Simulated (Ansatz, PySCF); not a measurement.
This PySCF input computes a B3LYP/def2-TZVPD energy:

```python
from pyscf import gto, scf, dft

mol = gto.M(
    atom='''
    In   -0.16209051    0.15194732   -0.16389608
    Cl    2.07537305   -0.63265112    0.15094981
    Cl   -0.13059105   -1.19043174    1.81549575
    Cl   -1.47757995    1.38511704   -1.49403920
    ''',
    basis='def2-tzvpd',
    ecp='def2-tzvp',
    charge=1,
    spin=1,
    verbose=4,
)

mf = dft.UKS(mol, xc='b3lyp').density_fit(auxbasis='def2-universal-jkfit')
mf.grids.level = 3
mf.conv_tol = 1e-9
mf.max_cycle = 100
mf.max_memory = 1500
mf.kernel()
if not mf.converged:
    mf = mf.newton()
    mf.kernel(mf.make_rdm1())
for _ in range(2):
    mo, _, stable, _ = mf.stability(return_status=True)
    if stable:
        break
    mf.kernel(mf.make_rdm1(mo, mf.mo_occ))
mf.analyze()
```

**Question.** Write an input for the same energy in Ansatz (an electronic-structure program) and say what it gives.

**Answer.** 
Ansatz 0.2 input:
```yaml
crystal:
  periodic: [false, false, false]
  atoms:
    - {symbol: In, position_ang: [-0.16209051, 0.15194732, -0.16389608]}
    - {symbol: Cl, position_ang: [2.07537305, -0.63265112, 0.15094981]}
    - {symbol: Cl, position_ang: [-0.13059105, -1.19043174, 1.81549575]}
    - {symbol: Cl, position_ang: [-1.47757995, 1.38511704, -1.49403920]}
basis:
  gaussian:
    orbitals: def2-TZVPD
hamiltonian:
  xc: {name: B3LYP}
total_charge: 1
magnetization: {spin_polarized: true, initial_magnetization: 1}
output: {forces: true}
```
It gives -1570.64215 Eh, and PySCF -1570.64220 Eh, a difference of 0.05 mEh, from the treatment of integrals and grids.
